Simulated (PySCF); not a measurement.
C₉H₉N.
Numbering: `[CH3:1][c:2]1[cH:3][cH:4][n:5]2[cH:6][cH:7][cH:8][cH:9][c:10]12`

Geometry (GFN2-xTB, Å), atoms numbered from 1 in this order:
```xyz
19
C9H9N angstrom
C      2.570   -0.821   -0.375
C      1.420    0.116   -0.219
C      1.463    1.513   -0.254
C      0.184    1.998   -0.068
N     -0.652    0.949    0.081
C     -1.996    0.925    0.286
C     -2.647   -0.259    0.409
C     -1.934   -1.479    0.323
C     -0.586   -1.462    0.117
C      0.088   -0.235   -0.009
H      2.423   -1.477   -1.234
H      2.683   -1.448    0.509
H      3.489   -0.260   -0.523
H      2.342    2.111   -0.401
H     -0.170    3.010   -0.034
H     -2.492    1.882    0.343
H     -3.713   -0.270    0.571
H     -2.468   -2.411    0.422
H     -0.013   -2.373    0.048
```

NICS is the negative of the GIAO shielding at a point without a nucleus: at the ring centre (0) and 1 Å above and below it (1); zz is the component along the ring normal. Level: GIAO PBE0/pcSseg-1 (PySCF, non-relativistic, gas phase) on the GFN2-xTB geometry, one conformer.

Ring bond lengths (Å), with Mayer bond orders in brackets: C2–C3 1.398 (1.47), C3–C4 1.380 (1.42), C4–N5 1.350 (1.18), N5–C10 1.399 (0.91), C10–C2 1.393 (1.32); N5–C6 1.359 (1.07), C6–C7 1.357 (1.60), C7–C8 1.416 (1.25), C8–C9 1.364 (1.59), C9–C10 1.405 (1.24), C10–N5 1.399 (0.91).

What do the NICS probes read (ppm)?

| ring | type | NICS(0) | NICS(1), two faces | NICS(1)zz, two faces | rms pucker (Å) | centre to ring atoms, mean (Å) |
| --- | --- | --- | --- | --- | --- | --- |
| C2–C3–C4–N5–C10 | 5-membered ring with N; formal bonds all aromatic | -17.0 | -14.7 / -14.7 | -39.0 / -39.0 | 0.00 | 1.18 |
| N5–C6–C7–C8–C9–C10 | 6-membered ring with N; formal bonds all aromatic | -5.9 | -7.7 / -7.7 | -18.2 / -18.2 | 0.00 | 1.38 |

What can be read from them?

- C2–C3–C4–N5–C10: mean NICS(1)zz -39.0 ppm, shielded. The ring is flat and has no four-coordinate atom; by the NICS criterion it is aromatic, though in fused rings the probe also feels the neighbouring ring.
- N5–C6–C7–C8–C9–C10: mean NICS(1)zz -18.2 ppm, shielded.

How equal are the bonds by HOMA? Use HOMA with the parameters of Krygowski (1993).

- C2–C3–C4–N5–C10: HOMA 0.91; the largest term is that of N5–C10, α(R − Ropt)² = 0.39. The geometric and the magnetic index point the same way.
- N5–C6–C7–C8–C9–C10: HOMA 0.81; the largest term is that of C10–N5, α(R − Ropt)² = 0.39.

How shielded are the nuclei of the rings and their hydrogens (means over atoms taken as equivalent)?

```csv
atoms,environment,σ isotropic (ppm)
C2,substituted aromatic carbon,73.0
C3,aromatic CH carbon,64.5
C4,aromatic CH next to a ring nitrogen,75.2
N5,pyrrole-type nitrogen,47.7
C6,aromatic CH next to a ring nitrogen,58.8
C7,aromatic CH carbon,70.3
C8,aromatic CH carbon,67.5
C9,aromatic CH carbon,63.2
C10,ring-fusion aromatic carbon,52.0
H14,aromatic hydrogen,24.76
H15,aromatic hydrogen,24.48
H16,aromatic hydrogen,23.71
H17,aromatic hydrogen,24.96
H18,aromatic hydrogen,24.89
```

The list is cut; further classes of hydrogen are left out.
